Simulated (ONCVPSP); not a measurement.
# What the settings do to the ONCV potential of Ge (Z = 32)

Base potential:

ONCVPSP 4.0.1 input, shortened (lines: element, Z, core and valence counts, functional; n l f; lmax; l rc ep ncon nbas qcut; lloc lpopt rc5 dvloc0; l nproj debl; icmod fcfact rcfact), PBE, scalar-relativistic:

```
  Ge 32.00    5    3        4      upf
    1    0    2.00
    2    0    2.00
    2    1    6.00
    3    0    2.00
    3    1    6.00
    3    2   10.00
    4    0    1.50
    4    1    2.50
    2
    0    1.80    0.00    4    7    3.40
    1    2.30    0.00    4    7    3.00
    2    1.00    0.00    4    9   17.50
    4    1    0.95   -1.00
    0    2    2.40
    1    2    2.60
    2    3    2.00
    1    0.55    0.00
```

Cutoffs, loose and tight: the cutoffs (Ha) at which the residual kinetic energy of the hardest occupied pseudo-wave falls to 1 and 0.1 mHa per electron. They do not see the model core or the augmentation charge, which bear on the density cutoff. Test errors are all-electron minus pseudo excitation energies from the reference, over the configurations 3d10 4s2 4p2; 3d10 4s2 4p1; 3d10 4s2 4p0; 3d10 4s0 4p4. A dash means not determined; rows that change the core or the reference have their own tests.

| change | outcome | cutoff, loose | cutoff, tight | bound ghosts | GHOST(+) flags above zero | largest test error (meV) |
| --- | --- | --- | --- | --- | --- | --- |
| base | generated | 113 Ha | 127 Ha | none | s, p | -11 |
| s: nbas 8 | generated | 113 Ha | 127 Ha | none | s, p | -12 |
| core correction polynomial model core, fcfact 0.62 | generated | 113 Ha | 127 Ha | none | s, p | -11 |

What comes out with this change to the base: all radii but the core radius scaled by about 1.10 (s 1.98, p 2.52, d 1.10 bohr); local potential polynomial inside 1.04 bohr (lpopt 1, dvloc0 -1 Ha)?

outcome: generated; cutoff, loose: 105 Ha; cutoff, tight: 118 Ha; bound ghosts: none; GHOST(+) flags above zero: s; largest test error (meV): -20.
